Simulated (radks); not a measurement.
Results of a calculation; reference values are marked as such.
Problem. Ge VI, configuration [Ar] 3d9. Level of theory: Dirac Kohn-Sham, PBE, spin-unpolarised, spherical densities, finite nucleus; open shells fill j = l - 1/2 first; Fermi nuclear charge, rms radius 4.0742 fm (a radial shooting solver on a logarithmic mesh with Libxc functionals). Some entries of the table are withheld. Estimate them.

| orbital | occ. | eigenvalue (hartree) | <1/r> (bohr^-1) | <r> (bohr) |
|---|---|---|---|---|
| 1s1/2 | 2 | -405.6086 | 32.38 | 0.04700 |
| 2s1/2 | 2 | -53.30034 | 7.150 | 0.2098 |
| 2p1/2 | 2 | -47.73219 | 7.112 | (1) |
| 2p3/2 | 4 | -46.56061 | 6.918 | (2) |
| 3s1/2 | 2 | -8.99685 | 2.313 | (3) |
| 3p1/2 | 2 | -7.15209 | 2.193 | (4) |
| 3p3/2 | 4 | -6.99060 | 2.147 | (5) |
| 3d3/2 | 4 | (6) | (7) | 0.6814 |
| 3d5/2 | 5 | (8) | (9) | 0.6852 |

Solution. 
(1) 2p1/2 <r> (bohr): 0.1812
(2) 2p3/2 <r> (bohr): 0.1848
(3) 3s1/2 <r> (bohr): 0.6183
(4) 3p1/2 <r> (bohr): 0.6303
(5) 3p3/2 <r> (bohr): 0.6402
(6) 3d3/2 eigenvalue (hartree): -3.84710
(7) 3d3/2 <1/r> (bohr^-1): 1.873
(8) 3d5/2 eigenvalue (hartree): -3.82350
(9) 3d5/2 <1/r> (bohr^-1): 1.861
